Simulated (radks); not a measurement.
Valence configurations of Ce II (all share [Xe]). Method: scalar-relativistic Kohn-Sham, LDA (Slater exchange, Perdew-Wang correlation), spin-polarised, spherical densities, finite nucleus; open shells are filled with parallel spins first (spin-orbit coupling, left out, can overturn this in heavy ions); Fermi nuclear charge, rms radius 4.8771 fm; computed with a radial shooting solver on a logarithmic mesh with Libxc functionals. Energies are relative to 4f1 5d2; eigenvalues in eV for spin up.

valence          E (eV)  moment (Bohr magnetons)    e(4f)    e(5d)   e(6p)    e(6s)
4f1 5d2           0.000                        3   -9.889   -7.820       -        -
4f1 5d1 6p1       3.052                        3  -12.974   -9.928  -6.454        -
4f1 5d1.5 6s0.5  -0.137                        3  -10.889   -8.477       -   -8.667
5d2 6p1           8.372                        3        -  -11.315  -6.754        -
5d2 6s1           4.892                        3        -  -10.498       -   -9.665
5d2 6s0.5 6p0.5   6.630                        3        -  -10.912  -6.488   -9.965
4f2 5d1          -0.274                        3   -5.270   -6.646       -        -
4f0.5 5d2 6p0.5   3.253                        3  -14.251   -9.540  -6.007        -
5d1.5 6s0.5 6p1   8.976                        3        -  -12.039  -7.076  -10.694
4f1.5 5d1.5      -0.571                        3   -7.394   -7.213       -        -

NIST lists [Xe] 4f1 5d2 as the ground configuration; this level of theory puts 4f1.5 5d1.5 lower, by 0.571 eV. The energies are those of spherical high-spin densities, not of single terms.
